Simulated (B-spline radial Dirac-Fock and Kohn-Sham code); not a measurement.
**Scattering functions of Eu²⁷⁺**

System: europium as Eu²⁷⁺, configuration [Ar] 3d10 4s2 4p6.

These are calculated numbers from a radial atomic solver; the model is relativistic Hartree-Fock (Dirac-Fock) wave functions, averaged over the configuration. f₀ is the Fourier transform of the spherical electron density, S the Waller-Hartree incoherent function, and s = sin θ/λ. The electron scattering factor follows from the Mott-Bethe formula f_e = 0.023934 Å⁻¹·(Z − f₀)/s².

| s (Å⁻¹) | f₀ | S | f_e (Å) |
| --- | --- | --- | --- |
| 0 | 36.000 | 0.000 | – |
| 0.03 | 35.975 | 0.025 | 718.676 |
| 0.04 | 35.956 | 0.044 | 404.542 |
| 0.05 | 35.932 | 0.068 | 259.143 |
| 0.06 | 35.901 | 0.098 | 180.160 |
| 0.07 | 35.866 | 0.133 | 132.536 |
| 0.09 | 35.779 | 0.220 | 80.433 |
| 0.11 | 35.671 | 0.326 | 54.057 |
| 0.13 | 35.542 | 0.453 | 38.886 |
| 0.17 | 35.223 | 0.762 | 23.004 |
| 0.2 | 34.934 | 1.039 | 16.793 |
| 0.25 | 34.361 | 1.577 | 10.967 |
| 0.31 | 33.539 | 2.325 | 7.337 |
| 0.39 | 32.255 | 3.444 | 4.838 |
| 0.48 | 30.621 | 4.794 | 3.364 |
| 0.59 | 28.476 | 6.469 | 2.374 |
| 0.73 | 25.720 | 8.533 | 1.674 |
| 0.91 | 22.451 | 10.984 | 1.172 |
| 1.12 | 19.275 | 13.503 | 0.834 |
| 1.39 | 16.136 | 16.168 | 0.581 |
| 1.71 | 13.269 | 18.690 | 0.407 |
| 2.12 | 10.304 | 21.398 | 0.281 |
| 2.62 | 7.657 | 24.143 | 0.193 |

f₀ starts at the number of electrons, 36, and has fallen to half at s ≈ 1.23 Å⁻¹. The sum of ⟨r²⟩ over the electrons is 3.723 bohr². For an ion f_e diverges as s goes to zero, because of the net charge.
